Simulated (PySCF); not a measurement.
# Dipole moment and polarisability of InCl2(CF3)

Species: InCl2(CF3), CCl₂F₃In.
Cartesian coordinates in Å at the PBE0-D3(BJ)/def2-SVP level; atoms count from 1:
```
atom  x, y, z in Å
In1    0.5519    0.9555   -0.0644
Cl2    2.8514    1.2192    0.1797
Cl3   -0.6397    2.9158   -0.4499
C4    -0.4913   -0.9864    0.0513
F5     0.2642   -1.9313    0.6067
F6    -0.8394   -1.4034   -1.1678
F7    -1.6053   -0.8714    0.7758
```

Level: wB97X-D/def2-SVPD (PySCF), static field, nuclei fixed, core orbitals frozen in the response. The polarisability tensor in these axes (au):

```
x   87.65  0.96  3.47
y    0.96 86.62 -3.43
z    3.47 -3.43 58.74
```

Task: Give the principal values, the mean and the anisotropy Δα = √{½[(α1 − α2)² + (α2 − α3)² + (α1 − α3)²]}.

Result: Principal values 57.90, 86.81 and 88.30 au; mean 77.67 au = 11.51 Å³ = 12.81 × 10⁻⁴⁰ C²·m²/J; Δα = 29.69 au (38 % of the mean).

Task: What is the dipole moment, and where does it point?

Result: (-0.24, -0.79, 0.08) D, 0.83 D in size, pointing from the negative to the positive side. Measured along this direction, the outermost atoms are Cl3 at the negative end and F5 at the positive end.

Task: Molar refractivity from α?

Result: Lorentz–Lorenz: R = (4π/3)N_A α = 2.5225 cm³/(mol·Å³) × 11.51 Å³ = 29.0 cm³/mol, in the limit of long wavelengths.

Task: Find the Langevin capture rate constant for NH4+ (18.034 u) meeting this molecule (253.837 u), k = 2.342 × 10⁻⁹ cm³/s × √(α in Å³ / reduced mass in u).

Result: The reduced mass is 16.84 u, so k = 1.94 × 10⁻⁹ cm³/s. The formula leaves out the permanent dipole, which adds to the capture rate.

Task: Sum over states: ᾱ = Σ f/ω², ω in Eh. What share falls to these 10 lowest TDDFT singlets (eV, f)? 5.61, 0.0238; 5.68, 0.0000; 5.71, 0.1227; 5.76, 0.0024; 6.07, 0.0071; 6.07, 0.0296; 6.36, 0.0077; 6.63, 0.0461; 6.81, 0.0074; 7.05, 0.3209.

Result: They add up to 9.96 au, 12.8 % of the 77.67 au; the largest single term is 4.79 au, from the state at 7.05 eV. Terms in order: 0.56, 0.00, 2.79, 0.05, 0.14, 0.59, 0.14, 0.78, 0.12, 4.79 au. Higher excitations give the rest. The strengths listed sum to 0.568.

Task: Refractivity n − 1 of an ideal gas of it at 500 K and 1 atm, from the electronic α?

Result: N = p/kT = 1.4678 × 10¹⁹ cm⁻³, so n − 1 = 2π × N × 11.51 × 10⁻²⁴ cm³ = 1061 × 10⁻⁶ at long wavelengths.

Task: What depolarisation ratio follows for Rayleigh scattering of linearly polarised light, taking the static tensor?

Result: ρ = 3Δα²/(45ᾱ² + 4Δα²) = 2644.4/(271471 + 3525.9) = 0.00962.

Isolated species at its PBE0-D3(BJ)/def2-SVP geometry, gas phase. Atoms past krypton carry effective core potentials; spin–orbit coupling is left out.

wB97X-D is run here without its empirical dispersion term; that term would change no orbital, density or response property at a fixed geometry.
